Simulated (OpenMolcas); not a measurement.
## Cl III: from CASSCF to CASPT2

- Program: OpenMolcas 26.06
- Basis: ANO-RCC-VQZP [6s5p3d2f1g]
- Scalar Hamiltonian: DKH2, point nucleus
- Active space: 5 electrons in 8 orbitals (3s 3p 4s 4p)
- State averaging: 2S+1 = 4 odd, 1 root; 2S+1 = 2 odd, 11 roots; 2S+1 = 4 even, 3 roots; 2S+1 = 2 even, 9 roots
- Spin-orbit coupling: RASSI with atomic mean-field integrals over the reference wave functions, term energies averaged over their components

Methods on the same reference wave functions:
A. CASSCF
B. SS-CASPT2, IPEA 0.25 Eh, imaginary shift 0.1 Eh (closed shells correlated: 2s 2p)
C. MS-CASPT2, IPEA 0.25 Eh, imaginary shift 0.1 Eh (closed shells correlated: 2s 2p)

Energies in cm-1 above 3s2 3p3 4S* 3/2, the measured ground level; measured values from Moore, Atomic Energy Levels, vol. I, NSRDS-NBS 35 (1971 reprint of NBS Circular 467, 1949).

```csv
Level,A,B,C,Measured
3s2 3p3 4S* 3/2,0.0,0.0,0.0,0.0
3s2 3p3 2D* 3/2,22351,18800,18790,18053
3s2 3p3 2D* 5/2,22440,18860,18860,18120
3s2 3p3 2P* 1/2,30696,30440,30430,29812
3s2 3p3 2P* 3/2,30776,30500,30490,29907
3s 3p4 4P 5/2,105915,102020,102020,98520
3s 3p4 4P 3/2,106468,102570,102570,99130
3s 3p4 4P 1/2,106788,102890,102890,99475
3s 3p4 2D 3/2,149699,131390,131390,
3s 3p4 2D 5/2,149785,131470,131470,
```

Deviations, from unrounded energies. A percentage is the sum of absolute deviations over the sum of measured energies, with the sign that they share, or ± where signs differ.

| Against measurement | Levels | A | B | C |
| --- | --- | --- | --- | --- |
| mean absolute deviation (cm-1) | 7 | 4600 | 1900 | 1900 |
| other terms of the ground configuration (%) | 4 | +10.8 | +2.8 | +2.8 |
| other configurations (%) | 3 | +7.4 | +3.5 | +3.5 |

B, C lie about equally close to measurement and A furthest from it. The largest miss of C in the table is 3s 3p4 4P 5/2, by +3500 cm-1. The ranking rests on the paired levels alone, and a cruder setting can come out closer through cancelling errors.

Between B and C the level of the table that moves most is 3s2 3p3 2P* 1/2, by 12 cm-1 (lowest in C, highest in B). Moves below CASPT2's spread within the term are not significant.

The two smallest mean deviations differ by little beside CASPT2's spread within terms, so their order carries little weight.

From A to B the spin-free energies of the other terms of 3s2 3p3 shown, above 4S*, scale by factors of 0.84 to 0.99.

The lowest spin-free term lies below A's lowest term by 0.146 hartree in B, 0.146 hartree in C.

CASPT2 does not keep the components of a term degenerate, so their means are used; among the terms shown or strongly mixed into the levels shown the widest spread is 2000 cm-1 (3s 3p4 2D, C). Over all roots computed the reference weight is 0.85 to 0.96 in B, 0.85 to 0.96 in C; the roots of lowest weight are the least certain, and an intruder state may touch them. Active for correlation alone: 4p 4s; no level in the range computed is led by a configuration that fills them, so any true level of that kind is missing. Terms of s pⁿ other than that of highest spin mix with s² pⁿ⁻² d, which this space lacks; all of them can be thousands of cm-1 off, and some have no real level of that name. Measured partners are found by configuration, term and J. A level has none where our copy of the source lacks it or the pairing is in doubt (some pairs that miss far off the trend of their configuration count as doubtful), and it then counts in no deviation. Levels of configurations outside the active space are missing. The table leaves out levels that lie high or whose names do not pair safely across all columns.

* marks odd parity.
